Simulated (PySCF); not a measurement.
Ge(H)2(NH2)2 (GeH₆N₂), SMILES [GeH2]([NH2])[NH2]. Atoms are numbered in the order given.

```xyz
9

Ge    -0.0374     0.3379     0.0772
N      1.5860    -0.3657    -0.4283
N     -1.3354    -0.9767     0.1870
H      0.0651     0.9050     1.5060
H     -0.3216     1.4578    -0.9558
H      1.8122    -1.2551     0.0146
H      1.7080    -0.4645    -1.4343
H     -2.1227    -0.7471     0.7917
H     -1.6994    -1.3130    -0.7030
```
Charge 0, spin multiplicity 1.

Geometry: B3LYP-D3(BJ)/def2-SVP. The values are those of a single conformer.

The numbers are results of TDDFT-PBE0/def2-SVPD (PySCF), not measurements.

Vertical excitations. 

```tsv
state	energy (eV)	λ (nm)	f	main pairs
S1	6.27	198	0.036	HOMO→LUMO 89 %
S2	6.50	191	0.050	HOMO−1→LUMO 72 %, HOMO→LUMO+1 19 %
S3	6.90	180	0.007	HOMO→LUMO+1 78 %, HOMO−1→LUMO 18 %
S4	7.12	174	0.033	HOMO−1→LUMO+1 70 %
S5	7.32	169	0.036	HOMO→LUMO+2 84 %
S6	7.60	163	0.057	HOMO−1→LUMO+2 86 %
S7	7.87	158	0.019	HOMO→LUMO+3 92 %
S8	8.11	153	0.018	HOMO−1→LUMO+3 89 %
S9	8.18	152	0.024	HOMO→LUMO+4 91 %
S10	8.37	148	0.009	HOMO−1→LUMO+4 66 %, HOMO→LUMO+5 21 %
T1	5.91	210	0	HOMO→LUMO 77 %
T2	6.08	204	0	HOMO−1→LUMO 53 %, HOMO→LUMO+1 34 %
T3	6.55	189	0	HOMO→LUMO+1 38 %, HOMO−1→LUMO 25 %, HOMO−1→LUMO+1 19 %, HOMO→LUMO 6 %
T4	6.72	185	0	HOMO−1→LUMO+1 44 %, HOMO→LUMO+1 19 %, HOMO−1→LUMO 12 %, HOMO→LUMO 10 %
```
Triplets are in the Tamm–Dancoff approximation, which puts them higher than full response would, so one can lie above its singlet here.
